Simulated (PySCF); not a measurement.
Compound: CH6Al2Cl2.
Numbering: `[CH3:1][AlH-:2]1[Cl+:3][AlH2-:4][Cl+:5]1` (hydrogens: H6, H7, H8 on C1; H9 on Al2; H10, H11 on Al4)

Cartesian coordinates in Å at the PBE0-D3(BJ)/def2-SVP level; atoms count from 1:
```xyz
11
CH6Al2Cl2 angstrom
C     -2.0880   -0.3634   -0.1113
Al    -0.6048    0.8935   -0.0644
Cl     0.9298    0.2120    1.5535
Al     2.4523   -0.3633   -0.0866
Cl     0.9392    0.2863   -1.7044
H     -2.1207   -0.9019   -1.0723
H     -3.0546    0.1495    0.0187
H     -1.9978   -1.1198    0.6847
H     -0.6327    2.4706   -0.0177
H      2.5663   -1.9362   -0.1269
H      3.6316    0.6828   -0.0574
```

Jobs on this species (11 atoms, 72 electrons) with PySCF (density fitting). Hardware of each: one thread, Arm Neoverse V1, shared host. The host was shared with other jobs, so the times are rough.

Problem. Rank these jobs by wall time, shortest first.
A. wB97X-D/def2-SVPD; 10 singlets by full TDDFT, 4 Tamm–Dancoff triplets, polarisability, ΔSCF ions; 170 basis functions
B. PBE0-D3(BJ)/def2-SVP, grid level 1; geometry optimisation from a GFN2-xTB start; 116 basis functions
C. PBE0/6-31G*; 10 singlets by full TDDFT, 4 Tamm–Dancoff triplets, polarisability; 98 basis functions

Solution. C (8.1 s), B (25 s), A (98 s).

All jobs:

| level and settings | work | basis functions | SCF cycles | wall time |
| --- | --- | --- | --- | --- |
| PBE0/6-31G* | 10 singlets by full TDDFT, 4 Tamm–Dancoff triplets, polarisability | 98 | 11 | 8.1 s |
| HF/def2-SVPD | 10 singlets by TDHF, 4 Tamm–Dancoff triplets, polarisability, ΔSCF ions | 170 | 9 | 18 s |
| PBE0-D3(BJ)/def2-SVP, grid level 1 | geometry optimisation from a GFN2-xTB start | 116 | 30 | 25 s |
| BHandHLYP/def2-SVPD | 10 singlets by full TDDFT, 4 Tamm–Dancoff triplets, polarisability, ΔSCF ions | 170 | 11 | 77 s |
| LC-wPBE/def2-SVPD | 10 singlets by full TDDFT, 4 Tamm–Dancoff triplets, polarisability, ΔSCF ions | 170 | 11 | 91 s |
| wB97X-D/def2-SVPD | 10 singlets by full TDDFT, 4 Tamm–Dancoff triplets, polarisability, ΔSCF ions | 170 | 12 | 98 s |
| PBE0/def2-SVPD | 10 singlets by full TDDFT, 4 Tamm–Dancoff triplets, polarisability, ΔSCF ions | 170 | 11 | 98 s |
| PBE/def2-SVPD | 10 singlets by full TDDFT, 4 Tamm–Dancoff triplets, polarisability, ΔSCF ions | 170 | 13 | 99 s |
| CAM-B3LYP/def2-SVPD | 10 singlets by full TDDFT, 4 Tamm–Dancoff triplets, polarisability, ΔSCF ions | 170 | 12 | 2.0 min |

Problem. What do all jobs in the table cost together?

Solution. About 11 min; the longest takes about 19 % of that, and about 15 times as long as the shortest.
